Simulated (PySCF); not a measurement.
FH₃HfS₃, multiplicity 1. Atoms are numbered in the order given.

```xyz
8

Hf     0.1421    -0.1576    -0.0041
F      1.3243    -1.6463     0.0794
S      0.9970     1.7802     1.1805
H      1.3723     1.0222     2.2413
S     -0.2559     0.5360    -2.2994
H     -1.5144     0.9198    -1.9731
S     -1.9920    -0.6812     1.0433
H     -1.9945    -1.9352     0.5255
```
Charge 0, spin multiplicity 1.

Geometry optimised at PBE0-D3(BJ)/def2-SVP. The spin state was assumed, not searched. The structure was generated by enumeration; whether it is a known compound was not checked. The def2 effective core potentials stand for the cores of Hf; spin–orbit coupling is left out. The values are those of a single conformer.

Method: ωB97X/def2-TZVP run with PySCF.

ESP charges are fitted to the potential on shells at 1.4 to 2.0 van der Waals radii. Atomic charges (e):

```json
[
 {"atom": "Hf1", "Löwdin": "0.00", "Mulliken": "(withheld)", "ESP fit": "0.90"},
 {"atom": "F2", "Löwdin": "-0.22", "Mulliken": "(withheld)", "ESP fit": "-0.32"},
 {"atom": "S3", "Löwdin": "0.01", "Mulliken": "(withheld)", "ESP fit": "-0.36"},
 {"atom": "H4", "Löwdin": "0.07", "Mulliken": "(withheld)", "ESP fit": "0.18"},
 {"atom": "S5", "Löwdin": "0.00", "Mulliken": "(withheld)", "ESP fit": "-0.33"},
 {"atom": "H6", "Löwdin": "0.07", "Mulliken": "(withheld)", "ESP fit": "0.15"},
 {"atom": "S7", "Löwdin": "0.00", "Mulliken": "(withheld)", "ESP fit": "-0.41"},
 {"atom": "H8", "Löwdin": "0.06", "Mulliken": "(withheld)", "ESP fit": "0.18"}
]
```

**Question.** Complete the blanks. (Estimate from the structure and the level; the computed values follow.)

**Answer.** 
- Hf1, Mulliken: 1.15
- F2, Mulliken: -0.40
- S3, Mulliken: -0.42
- H4, Mulliken: 0.17
- S5, Mulliken: -0.43
- H6, Mulliken: 0.19
- S7, Mulliken: -0.43
- H8, Mulliken: 0.17
